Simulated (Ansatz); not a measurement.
Geometry optimisation, RKS PBE-D4/6-31G* (Ansatz 0.2.0).

Input file:

```yaml
crystal:
  periodic: [false, false, false]
  atoms:
    - { symbol: B, position_ang: [0.0, 0.0, 0.0] }
    - { symbol: H, position_ang: [0.0, 0.0, 1.54] }
    - { symbol: "N", position_ang: [1.3423, 0.0, -0.775] }
    - { symbol: H, position_ang: [1.8089, -0.9179, -1.0268] }
    - { symbol: H, position_ang: [1.7937, 0.9179, -1.0532] }
    - { symbol: Cl, position_ang: [-1.6108, 0.0, -0.93] }
    - { symbol: "N", position_ang: [-0.2314, 1.7403, 0.5833] }
    - { symbol: H, position_ang: [-1.1621, 2.2275, 0.4417] }
    - { symbol: H, position_ang: [0.5667, 2.2503, 1.0593] }
    - { symbol: H, position_ang: [-0.1183, 0.89, 1.5631] }
basis:
  gaussian: { orbitals: "6-31G*" }
hamiltonian:
  xc: pbe
  dispersion: d4
relax:
  f_tol: 0.15
  max_steps: 25
  restrain:
    - { distance: [0, 6], at: 1.55, k: 30.0 }
    - { distance: [9, 1], at: 0.66, k: 30.0 }
    - { distance: [0, 1], at: 2.39, k: 30.0 }
    - { distance: [9, 6], at: 2.26, k: 30.0 }
output:
  orbitals: {}
```

Command:

```bash
$ ansatz run input.yaml --threads 1 --pin off --max-ram 2048MiB --backend cpu --events-out ev --progress --plain --runs-dir out
```

Question: Where does it end, and by what steps?

Answer: The run converged. The restraints hold the end off the free minimum. After 13 steps the energy has fallen by 4.064 eV (the restraints' own energy left out); B1 moved furthest, 0.74 Å.

```tsv
step	energy less start (eV)	largest force component (eV/Å)	accepted
0	0.0000	4.025	yes
1	-0.5227	5.469	yes
2	-2.0175	5.471	yes
3	-3.2261	2.742	yes
4	-3.5266	3.297	yes
5	-3.9182	1.495	yes
6	-3.9547	1.793	yes
7	-4.0028	1.793	yes
8	-4.0307	2.106	yes
9	-4.0352	2.201	yes
10	-4.0532	1.928	yes
11	-4.0609	1.989	yes
12	-3.9939	1.879	no
13	-4.0644	1.990	yes
```

```xyz
10
Properties=species:S:1:pos:R:3
B -0.020 0.629 -0.390
H 0.127 -0.285 1.830
N 1.251 0.108 -0.705
H 1.370 -0.784 -1.171
H 2.119 0.607 -0.529
Cl -1.479 -0.334 -0.810
N -0.239 1.952 0.241
H -1.170 2.277 0.478
H 0.518 2.543 0.573
H -0.089 0.394 1.885
```

Run time: 41 s on 1 thread of Arm Neoverse V1 (shared host), peak memory 0.12 GiB.
